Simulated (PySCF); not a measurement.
**Correlation energy of Ge⁴⁺ (germanium, charge +4)**

Starting occupation: [Ar] 3d10. All numbers are calculated (PySCF 2.14, X2C-1e with screened-nucleus spin-orbit coupling, Gaussian nucleus, in x2c-TZVPPall-2c with one added diffuse shell each of s, p, d type (7s8p5d1f, 63 functions)). Frozen: 1s2; 26 electrons correlated.

MP2 pair energies summed by pair of shells (mhartree):

```tsv
pair	energy	share (%)
3d3/2-3d5/2	-49.08	17.1
3d5/2-3d5/2	-34.41	12.0
3d5/2-3p3/2	-33.44	11.6
3d3/2-3p3/2	-22.43	7.8
3d5/2-3p1/2	-16.63	5.8
3d3/2-3d3/2	-14.27	5.0
3d5/2-3s1/2	-13.72	4.8
2p1/2-2p3/2	-12.90	4.5
3p1/2-3p3/2	-11.42	4.0
3d3/2-3p1/2	-10.56	3.7
2p3/2-2p3/2	-10.42	3.6
3p3/2-3p3/2	-10.39	3.6
3d3/2-3s1/2	-9.05	3.2
3p3/2-3s1/2	-8.87	3.1
3p1/2-3s1/2	-4.38	1.5
2p3/2-3p3/2	-4.06	1.4
2p3/2-3p1/2	-2.71	0.9
2p1/2-3p3/2	-2.60	0.9
2p1/2-2p1/2	-2.30	0.8
3p1/2-3p1/2	-2.25	0.8
2p3/2-2s1/2	-2.01	0.7
3s1/2-3s1/2	-1.77	0.6
2s1/2-3p3/2	-1.07	0.4
2p1/2-2s1/2	-1.03	0.4
2p1/2-3p1/2	-0.80	0.3
2p3/2-3s1/2	-0.72	0.3
2p3/2-3d5/2	-0.68	0.2
2s1/2-3p1/2	-0.57	0.2
2s1/2-3d5/2	-0.42	0.1
2s1/2-2s1/2	-0.41	0.1
```

Total MP2 correlation energy: -287.09 mhartree.

```json
{"level": "CCSD", "correlation energy (mhartree)": "-267.12"}
```

Diagnostics: T1 = 0.0043, largest double amplitude 0.008.

Cost of the coupled-cluster step: 300 s of wall time on 4 threads of Neoverse-V1 (shared host), for 26 occupied and 98 virtual spinors.

Iterations:

```
Init t2, MP2 energy = -0.287091662670729
CCSD nocc = 26, nmo = 124
Init t2, MP2 energy = -0.287091662670729
Init E_corr(GCCSD) = -0.287091662670729
cycle = 1  E_corr(GCCSD) = -0.258999041104572  dE = 0.0280926216  norm(t1,t2) = 0.0447387
cycle = 2  E_corr(GCCSD) = -0.268709748821754  dE = -0.00971070772  norm(t1,t2) = 0.0115167
cycle = 3  E_corr(GCCSD) = -0.267073757761172  dE = 0.00163599106  norm(t1,t2) = 0.00383945
cycle = 4  E_corr(GCCSD) = -0.26711602552617  dE = -4.2267765e-05  norm(t1,t2) = 0.000268331
cycle = 5  E_corr(GCCSD) = -0.267124496011119  dE = -8.47048495e-06  norm(t1,t2) = 2.9799e-05
cycle = 6  E_corr(GCCSD) = -0.267124059894823  dE = 4.36116297e-07  norm(t1,t2) = 3.07033e-06
cycle = 7  E_corr(GCCSD) = -0.267123863180891  dE = 1.96713932e-07  norm(t1,t2) = 4.76842e-07
cycle = 8  E_corr(GCCSD) = -0.267123855768694  dE = 7.41219702e-09  norm(t1,t2) = 6.04454e-08
GCCSD converged
E(GCCSD) = -2093.69983981965  E_corr = -0.2671238557686941
```

This basis was not built for core-valence correlation, so the inner-shell part is incomplete.
